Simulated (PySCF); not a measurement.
OsO4(NH3), `[NH3]->[Os](=[O])(=[O])(=[O])=[O]` (singlet state). Level of theory: PySCF 2.14.0, PBE0-D3(BJ)/def2-SVP geometry optimisation, gas phase, def2 core potentials past Kr.

```
atom  x, y, z in Å
Os1    0.0169   -0.0020    1.1498
O2     0.0195    0.0046    2.8427
N3     0.0123   -0.0116   -1.3216
H4     0.5563   -0.7927   -1.6867
H5     0.4122    0.8487   -1.6954
H6    -0.9370   -0.0972   -1.6843
O7     1.6769   -0.0229    0.7587
O8    -0.7973    1.4435    0.7569
O9    -0.8315   -1.4312    0.7691
```

Question: What is the longest distance between nuclei?

Answer: O2···H5, O2···H4 and O2···H6, 4.633 Å down to 4.628 Å.

Question: Work out the bond lengths Os1–N3, Os1–O8, Os1–O9, N3–H5 in Å.

Answer: For Os1–N3 the difference vector is (-0.0046, -0.0096, -2.4714) Å, of length 2.4714 Å. Os1–N3 2.471; Os1–O8 1.705; Os1–O9 1.705; N3–H5 1.020 Å.

Question: What is the repulsion energy of the bare nuclei, Σ ZA·ZB/RAB?

Answer: 1051.37 Eh over 36 pairs, with full nuclear charges and distances in bohr; the largest single term is 190.05 Eh (Os1 with O2).

Question: Give the dihedral angles O7–Os1–N3–H4, O8–Os1–N3–H4, O8–Os1–N3–H6, O7–Os1–N3–H6, O9–Os1–N3–H6.

Answer: O7–Os1–N3–H4 54° (synclinal); O8–Os1–N3–H4 174° (antiperiplanar); O8–Os1–N3–H6 -66° (synclinal); O7–Os1–N3–H6 174° (antiperiplanar); O9–Os1–N3–H6 54° (synclinal). Dihedral signs follow IUPAC: positive where, seen along the central bond, the front bond turns clockwise onto the rear one.

Question: Where is the centre of mass (commonest isotopes), and what is the radius of gyration?

Answer: Mass 272.968 u; centre at (0.017, -0.003, 1.023) Å; Rg = √(Σ m r²/M) = 1.037 Å. As Ia + Ib + Ic = 2 Σ m r², the three principal moments sum to 587.1 u·Å².

Question: How far apart are these pairs, which share no bond: O2···O7, H5···O7, H5···O8, O7···O9?

Answer: O2···O7 2.663 Å (2 bonds apart); H5···O7 2.895 Å (3 bonds apart); H5···O8 2.798 Å (3 bonds apart); O7···O9 2.877 Å (2 bonds apart).

Question: What are the angles O2–Os1–N3, N3–Os1–O8, N3–Os1–O7, O2–Os1–O7, O2–Os1–O8, H4–N3–H5, H5–N3–H6, Os1–N3–H5?

Answer: From the scalar product of the two bond vectors; for O2–Os1–N3 it is -4.1839 Å² over 1.6929 × 2.4714 Å², cos θ = -1.000000. O2–Os1–N3 180.0°; N3–Os1–O8 76.8°; N3–Os1–O7 76.8°; O2–Os1–O7 103.2°; O2–Os1–O8 103.2°; H4–N3–H5 107.8°; H5–N3–H6 107.8°; Os1–N3–H5 111.3°.

Question: Write the matrix of distances between heavy atoms (Å, lower triangle).

Answer: 
```
Os1   0.000
O2    1.693  0.000
N3    2.471  4.164  0.000
O7    1.706  2.663  2.664  0.000
O8    1.705  2.662  2.663  2.876  0.000
O9    1.705  2.662  2.664  2.877  2.875  0.000
```

No frequency check.

On one thread, Arm Neoverse N1 (aarch64), no GPU (shared host), this took 89 s wall and 0.46 GiB of memory at its peak. That covers the optimisation of the geometry.
